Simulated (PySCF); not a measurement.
Species: C₇H₄F₃N (triplet state).
Numbering: `[F:1][C:2]([F:3])([F:4])[C:5][c:6]1[cH:7][cH:8][n:9][cH:10][cH:11]1` (hydrogens: H12 on C7; H13 on C8; H14 on C10; H15 on C11)

Computed, not measured: PBE0-D3(BJ)/def2-SVP geometry optimisation, gas phase in PySCF 2.14.0.

Give the optimised bond lengths and angles.

| bond | length (Å) | order |
| --- | --- | --- |
| F1–C2 | 1.330 | single |
| C2–F3, C2–F4 | 1.341 | single |
| C2–C5 | 1.476 | single |
| C5–C6 | 1.401 | single |
| C6–C7 | 1.420 | aromatic |
| C7–C8 | 1.388 | aromatic |
| C8–N9 | 1.334 | aromatic |
| N9–C10 | 1.334 | aromatic |
| C10–C11 | 1.388 | aromatic |
| C6–C11 | 1.417 | aromatic |
| C7–H12 | 1.091 | single |
| C8–H13 | 1.096 | single |
| C10–H14 | 1.096 | single |
| C11–H15 | 1.091 | single |

Bonds in one row agree within 0.01 Å and their mean is given. Orders are formal, as drawn. A selection of angles:
| angle | degrees |
| --- | --- |
| F1–C2–F3 | 107.9 |
| F1–C2–C5 | 111.3 |
| C2–C5–C6 | 134.6 |
| C5–C6–C7 | 121.6 |
| C5–C6–C11 | 121.5 |
| C7–C6–C11 | 116.8 |
| C6–C7–C8 | 118.7 |
| C6–C7–H12 | 120.7 |
| C8–C7–H12 | 120.6 |
| C7–C8–N9 | 124.1 |
| C7–C8–H13 | 119.5 |
| N9–C8–H13 | 116.4 |
| C8–N9–C10 | 117.6 |
| N9–C10–C11 | 123.9 |
| N9–C10–H14 | 116.3 |
| C11–C10–H14 | 119.7 |
| C10–C11–H15 | 120.8 |
| C6–C11–C10 | 118.9 |
| C6–C11–H15 | 120.2 |

Torsions: F1–C2–C5–C6 179° (antiperiplanar); C2–C5–C6–C7 1° (synperiplanar).

The C–C distances run from 1.388 Å (C10–C11, aromatic) to 1.476 Å (C2–C5, drawn single), a spread of 0.088 Å. N9 (nitrogen bonded to 2 C) is bent (angle 117.6°). C11 (carbon bonded to 2 C and H) is planar (angles 120.8°, 120.2° and 118.9°, sum 360.0°, 0.00 Å off the plane of its three neighbours). C7 (carbon bonded to 2 C and H) is planar (angles 120.7°, 120.6° and 118.7°, sum 360.0°, 0.00 Å off the plane of its three neighbours). C8 (carbon bonded to C, N and H) is planar (angles 124.1°, 119.5° and 116.4°, sum 360.0°, 0.00 Å off the plane of its three neighbours). Of the pairs four or more bonds apart, C2···H12 is among the closest relative to their van der Waals radii: 2.90 Å, 100 % of the sum of Bondi's values. C5 (carbon bonded to 2 C) is bent (angle 134.6°).

Point group: Cs (every atom within 0.08 Å of its image). Not checked by PBE0-D3(BJ)/def2-SVP frequencies. ⟨S²⟩ = 2.046 (exact for a triplet: 2.00). This triplet need not be the ground state; the singlet was not compared here.

On an Arm Neoverse N1 with one thread, no GPU, on a shared host, this took 5.3 min wall. This is the geometry optimisation.

One conformer stands for the species.
